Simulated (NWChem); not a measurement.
System: Si$_{2}$NH$_{7}$O; SMILES [SiH2]([SiH2]N)O

The following NWChem deck was run.

```
start job
memory heap 200 mb stack 900 mb global 1100 mb
geometry units angstroms noautoz
  N     -0.470526     2.408324     0.024826
  Si     0.610544     1.019386    -0.018991
  Si    -0.529101    -1.057342    -0.002767
  O      0.469370    -2.426111    -0.039913
  H     -1.052981     2.553998    -0.805898
  H     -1.057971     2.505023     0.859208
  H      1.519678     1.105124     1.182948
  H      1.452111     1.136805    -1.263290
  H     -1.395121    -1.169526    -1.227847
  H     -1.461877    -1.065871     1.193633
  H      1.164932    -2.426820     0.640367
end
basis spherical
  N library def2-svp
  Si library def2-svp
  O library def2-svp
  H library def2-svp
end
dft
  xc rpbe cpbe96
  iterations 150
  mulliken
end
task dft energy
```

Coordinates come from a PBE-D3(BJ)/def2-SVP optimisation.

Predict the main results of this run. (RPBE/def2-SVP.) Quantities: energy (Ha); highest occupied level (eV); orbital gap (eV); dipole (D).


```yaml
energy (Ha): -712.87
highest occupied level (eV): -5.39
orbital gap (eV): 4.27
dipole (D): 1.34
```
